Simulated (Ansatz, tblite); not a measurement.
Cost and result up the ladder for `C[Si](C)(C)C#Cc1sc(-c2sc(-c3sc(C#C[Si](C)(C)C)c4c3OCCO4)c3c2OCCO3)c2c1OCCO2` (69 atoms). The state is a singlet with charge 0. Geometry: PBE-D4/def2-SVP.

Cartesian coordinates in Å:
```
C 8.745 0.544 -5.163
Si 7.492 -0.729 -5.788
C 7.087 -0.406 -7.608
C 8.180 -2.477 -5.566
C 5.937 -0.577 -4.812
C 4.890 -0.460 -4.158
C 3.710 -0.334 -3.414
S 3.546 -1.064 -1.814
C 1.901 -0.474 -1.627
C 1.128 -0.699 -0.443
S -0.499 -0.064 -0.235
C -0.632 -0.707 1.398
C -1.822 -0.483 2.171
S -2.726 1.013 2.006
C -3.937 0.515 3.186
C -5.033 1.327 3.507
C -6.000 2.050 3.786
Si -7.435 3.130 4.196
C -7.257 3.744 5.977
C -7.437 4.592 2.996
C -9.029 2.127 4.013
C -3.616 -0.752 3.686
C -2.437 -1.315 3.110
O -2.001 -2.569 3.423
C -2.556 -3.032 4.655
C -4.060 -2.797 4.695
O -4.368 -1.402 4.615
C 0.533 -1.395 1.743
C 1.508 -1.399 0.704
O 2.725 -2.005 0.829
C 3.055 -2.286 2.193
C 1.859 -2.881 2.927
O 0.765 -1.962 2.960
C 1.520 0.245 -2.764
C 2.528 0.328 -3.765
O 2.345 0.988 -4.940
C 0.968 1.285 -5.189
C 0.279 1.812 -3.936
O 0.292 0.827 -2.899
H 9.693 0.476 -5.737
H 8.978 0.378 -4.092
H 8.350 1.575 -5.270
H 6.349 -1.141 -7.986
H 6.658 0.608 -7.743
H 8.002 -0.480 -8.231
H 7.456 -3.238 -5.923
H 9.123 -2.602 -6.136
H 8.394 -2.686 -4.498
H -6.321 4.324 6.104
H -8.111 4.397 6.254
H -7.230 2.893 6.688
H -6.499 5.176 3.081
H -8.288 5.272 3.211
H -7.529 4.244 1.947
H -9.914 2.750 4.260
H -9.025 1.250 4.692
H -9.146 1.754 2.976
H -2.066 -2.512 5.510
H -2.328 -4.114 4.719
H -4.493 -3.161 5.647
H -4.548 -3.338 3.851
H 3.903 -2.998 2.174
H 3.383 -1.350 2.701
H 1.543 -3.828 2.430
H 2.119 -3.103 3.980
H 0.445 0.368 -5.547
H 0.948 2.042 -5.996
H 0.790 2.738 -3.583
H -0.784 2.046 -4.139
```

Ansatz on 4 threads of AMD EPYC 7R13 on a shared host and a share (37 GiB) of an NVIDIA H100 80GB HBM3; xTB runs through tblite on one thread. Times are rough, summed over both states, and most runs start from the orbitals of an earlier one. PBE0-D4/def2-TZVP serves as the yardstick here, not as an exact answer. The other state is a triplet.

The xTB rows come from tblite. Single mean-field runs in def2-TZVP are fitted with def2-universal-jkfit.

xTB has no spin-polarisation term.

| level | functions | vertical triplet (eV) | difference from PBE0-D4/def2-TZVP (eV) |
| --- | --- | --- | --- |
| PBE-D4/def2-TZVP (with forces) | 1419 | 1.63 | -0.17 |
| GFN2-xTB | 211 | 1.69 | -0.11 |
| PBE0-D4/def2-TZVP (with forces) | 1419 | 1.80 | 0.00 |
| GFN1-xTB | 241 | 1.74 | -0.06 |

Estimate how long each takes.

GFN2-xTB 0.83 s; GFN1-xTB 0.93 s; PBE-D4/def2-TZVP (with forces) 40 s; PBE0-D4/def2-TZVP (with forces) 71 s. On shared hardware such times vary by a factor of up to 3.
